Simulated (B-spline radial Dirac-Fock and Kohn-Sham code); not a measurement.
K-shell ionisation of the Mn⁺ ion, configuration [Ar] 3d5 4s1, by electron impact in the relativistic binary-encounter-Bethe (RBEB) model with Dirac-Fock orbital kinetic energies; direct ionisation only. It is a semi-empirical estimate. B and U are the binding and mean kinetic energies of the 1s orbital; B is minus the Dirac-Fock orbital energy, which lies above the true edge.

Input of the calculation (task.json; shells as n, l, electrons):

```json
{"items": [{
  "Z": 25,
  "q": 1,
  "cfg": [[1, 0, 2], [2, 0, 2], [2, 1, 6], [3, 0, 2], [3, 1, 6], [3, 2, 5], [4, 0, 1]],
  "A": 55,
  "rrms": 3.7057,
  "do": "impact",
  "T": [10.0, 15.0, 20.0, 30.0, 40.0, 50.0, 70.0, 100.0, 150.0, 200.0, 300.0, 500.0, 1000.0, 2000.0, 3000.0, 5000.0, 10000.0, 15000.0, 20000.0, 30000.0, 50000.0, 100000.0, 200000.0, 300000.0, 1000000.0],
  "ie": 15.64
}]}
```

Run with: `python xray2_run.py task.json out`

With B = 6610.6 eV, U = 8390.5 eV and N = 2, the model reads σ = 4πa₀²α⁴N / [(β_t² + β_u² + β_b²)·2b′] × {½[ln(β_t²/(1 − β_t²)) − β_t² − ln 2b′](1 − 1/t²) + 1 − 1/t − (ln t/(t + 1))(1 + 2t′)/(1 + t′/2)² + b′²(t − 1)/(2(1 + t′/2)²)}, where t = T/B, primes denote energies in units of mc², and β_x² = 1 − 1/(1 + x′)².

```csv
T (eV),overvoltage T/B,σ_K (b)
10000,1.51,226.0
15000,2.27,417.4
20000,3.03,501.0
30000,4.54,547.9
50000,7.56,523.4
100000,15.13,428.7
200000,30.25,339.9
300000,45.38,304.5
1e+06,151.27,275.1
```
